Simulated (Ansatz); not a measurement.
```yaml
crystal:
  periodic: [false, false, false]
  atoms:
    - {symbol: Ag, position_ang: [0.623824, -0.608058, -1.054964]}
    - {symbol: Ag, position_ang: [-1.278528, 0.817940, 0.630219]}
    - {symbol: Ag, position_ang: [1.327118, -0.022872, 1.450720]}
    - {symbol: Ag, position_ang: [3.196661, -1.218560, -0.278260]}
    - {symbol: O, position_ang: [-1.579812, -0.245525, -1.939962]}
    - {symbol: O, position_ang: [-2.246130, 0.398865, -1.135582]}
    - {symbol: O, position_ang: [-0.212242, 0.933723, 2.268298]}
basis:
  gaussian: {orbitals: def2-TZVP}
total_charge: -1
magnetization: {spin_polarized: true, initial_magnetization: 3}
hamiltonian: {xc: {name: SPW92}}
scf: {omitted_lower_state_checks: [starts]}
output: {forces: true}
```

```sh
$ ansatz run in.yaml --threads 4 --pin off --events-out ev --progress --plain --max-ram 4787MiB
```

Output, abridged:

```
Functional definition: SPW92
1865 factors; their error is unknown
mean field evaluation 1: about -22061.6028 eV, gradient 5.3e1 eV
mean field evaluation 2: about -21827.5949 eV, gradient 1.7e2 eV
mean field evaluation 4: about -22047.7330 eV, gradient 6.7e1 eV
mean field evaluation 8: about -22072.5381 eV, gradient 1.1e0 eV
mean field evaluation 16: about -22072.5395 eV, gradient 1.9e-5 eV
mean field -22072.53950880 eV, -811.1508656438 hartree, gradient 1.2e-6 eV, S^2 3.756969; 0 other end points of the search recorded, 0 dependent functions left out
reference -22072.53955809 eV, -811.1508674552 hartree; 52, 49 occupied and 201, 204 virtual orbitals, 1865 factors
Total energy: -22072.53955809 eV, -811.1508674552 hartree
Atom 0 at     0.623824    -0.608058    -1.054964 Å, force     0.125566     0.020693     0.121958 eV/Å
Atom 1 at    -1.278528     0.817940     0.630219 Å, force     0.876289    -0.519858    -0.277281 eV/Å
Atom 2 at     1.327118    -0.022872     1.450720 Å, force     0.709718    -0.500264    -0.760080 eV/Å
Atom 3 at     3.196661    -1.218560    -0.278260 Å, force    -0.588666     0.362801     0.529316 eV/Å
Atom 4 at    -1.579812    -0.245525    -1.939962 Å, force     1.548344    -1.433509    -1.848491 eV/Å
Atom 5 at    -2.246130     0.398865    -1.135582 Å, force    -2.024918     1.695541     2.024238 eV/Å
Atom 6 at    -0.212242     0.933723     2.268298 Å, force    -0.646334     0.374596     0.210340 eV/Å
Dipole moment:    -0.279015    -0.023101    -0.407811 e Å
Checks for a lower state left out: starts
```

It took 12 s on 4 threads of Arm Neoverse V1 on a shared host.

In the def2 sets Ag takes a core potential; there is no spin–orbit coupling. The highest occupied level of an anion often lies above zero with these methods, and sets without diffuse functions describe the outer electron poorly.

The dipole of an ion depends on the origin.
